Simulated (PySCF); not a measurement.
SbH and its ions

UHF-MP2; PySCF, scalar-relativistic core potentials, basis sets Sb aug-cc-pVDZ-PP with ECP28, H aug-cc-pVDZ. Neutral (UHF): triplet (π ↑↑), Re = 1.712 Å, ωe = 1963 cm⁻¹, De = 2.18 eV.

SbH⁻ (UHF): doublet (π ↑), Re = 1.728 Å, ωe = 1865 cm⁻¹. The energies at the minima are -239.92105 hartree for SbH and -239.95020 for SbH⁻.

Question: Work out the adiabatic electron affinity, without and with harmonic zero-point energies (1 hartree = 27.2114 eV, 1 eV = 8065.5 cm⁻¹), and the change of the bond length.

Answer: At UHF-MP2: 0.02915 hartree = 0.793 eV between the minima; the zero-point term (1963.0 − 1865.0)/2 cm⁻¹ = +0.006 eV makes it 0.799 eV. Re changes by +1.6 pm against the neutral. The electron enters a π orbital, which is non-bonding in a hydride.

Correlated steps freeze 4 core orbitals. Correlated levels converge slowly with the basis: in double zeta they bind strong bonds too weakly, by up to about 1 eV, and carry superposition errors of some tenths. These are scalar-relativistic numbers at best; spin–orbit coupling would shift them, the dissociation energy most. States were picked by a PBE0 search and need not be the measured ground states.
